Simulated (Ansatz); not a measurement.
Reaction (cleavage of the Si–Si bond): `N[SiH2][SiH](O)F` + `N[SiH](O)Cl` → `N[SiH2]O[SiH](N)Cl` + `O[SiH2]F`

Calculated with Ansatz (gas phase, PBE0-D4/def2-TZVP geometries, no zero-point term in ΔE). CBS: MP2 limit from def2 TZ/QZ plus the TZ coupled-cluster correction, frozen cores. DFT in def2-TZVPP. Each species was taken in one conformer, which may not be the lowest.

`N[SiH2][SiH](O)F`:

```xyz
11

N     1.013   -0.225    1.327
Si   -0.652    0.064    0.908
Si   -0.587    0.086   -1.445
O     1.002   -0.083   -1.811
F    -1.151    1.487   -1.983
H     1.391   -1.146    1.155
H     1.338    0.110    2.222
H    -1.629   -0.921    1.462
H    -0.995    1.401    1.460
H    -1.323   -0.956   -2.198
H     1.593    0.183   -1.097
```

`N[SiH](O)Cl`:

```xyz
8

N    -0.392   -0.695    0.905
Si    0.459    0.150   -0.300
O    -0.506    0.497   -1.569
Cl    1.155    1.837    0.650
H    -0.164   -0.574    1.877
H    -0.815   -1.590    0.719
H     1.617   -0.525   -0.914
H    -1.354    0.900   -1.369
```

`N[SiH2]O[SiH](N)Cl`:

Cartesian coordinates in Å:
```
N 0.841 1.099 -1.278
Si 1.332 -0.504 -0.930
O 0.323 -1.230 0.147
Si -0.713 -0.722 1.285
N -1.999 0.118 0.564
Cl 0.387 0.445 2.605
H 0.484 1.354 -2.182
H 1.212 1.889 -0.778
H 2.688 -0.509 -0.334
H 1.266 -1.287 -2.185
H -1.232 -1.851 2.075
H -2.816 0.348 1.106
H -1.772 0.849 -0.095
```

`O[SiH2]F`:

```xyz
6

O    -0.567    1.129    0.155
Si    0.308   -0.242    0.045
F     0.503   -0.673   -1.479
H    -1.504    1.100   -0.039
H     1.634    0.065    0.611
H    -0.374   -1.379    0.707
```

CCSD(T)/CBS gives -146.7 kJ/mol.

Problem. Another level gave -141.2 kJ/mol. Which?
A. CCSD(T)/def2-TZVPP
B. MP2/def2-TZVPP
C. PBE0-D4/def2-TZVPP
D. ωB97X-V/def2-TZVPP

Solution. D. ωB97X-V -141.2, PBE0-D4 -127.6, CCSD(T)/def2-TZVPP -147.2, MP2/def2-TZVPP -155.2 kJ/mol.

Largest T1 diagnostic among the species: 0.012.

From PBE to PBE0 (25 % exact exchange), in def2-TZVPP and without D4, ΔE moves by −12.0 kJ/mol. The D4 term adds −4.7 kJ/mol with B3LYP and −3.1 kJ/mol with PBE0; it sums over pairs of atoms, weighted by their polarisabilities, and B3LYP, whose exchange is more repulsive, gets the larger term. In def2-TZVPP, CCSD(T) changes the Hartree–Fock value by +24.8 kJ/mol (the triples alone add +3.4 kJ/mol) and MP2 by +16.9 kJ/mol.

B3LYP here is the variant with VWN-RPA as its local correlation; programs differ in this.
